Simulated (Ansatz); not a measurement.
Isomers of CH₃BrOSi, relaxed with PBE0-D4/def2-TZVP in Ansatz; electronic energies, one conformer each and not always the lowest. Functionals use def2-TZVPP; CBS adds triple-zeta CCSD(T) − MP2 to the MP2 limit of def2-TZVPP and def2-QZVPP.

Outer-core shells of Br are correlated without core-valence functions. Scalar relativity is left out up to krypton. Spin–orbit coupling is left out.

Question: Order them by energy at frozen-core CCSD(T)/CBS, lowest first. (Estimate.)
A. `Br[SiH]1CO1`
B. `BrC1O[SiH2]1`
C. `CO[Si]Br`
D. `O=C[SiH2]Br`

Answer: C (0.0 kJ/mol), A (64.4 kJ/mol), D (101.2 kJ/mol), B (211.9 kJ/mol).

Question: How do B2PLYP, PBE-D4, ωB97M-V, HF/CBS(def2) place them (kJ/mol, against `CO[Si]Br`)? (Estimate.)

Answer: Computed: 
```
        isomer  B2PLYP  PBE-D4  ωB97M-V  HF/CBS(def2)
 `O=C[SiH2]Br`   102.2   101.9    111.9          87.4
 `Br[SiH]1CO1`    71.8    65.7     74.8          81.0
`BrC1O[SiH2]1`   215.6   202.6    221.5         236.5
```
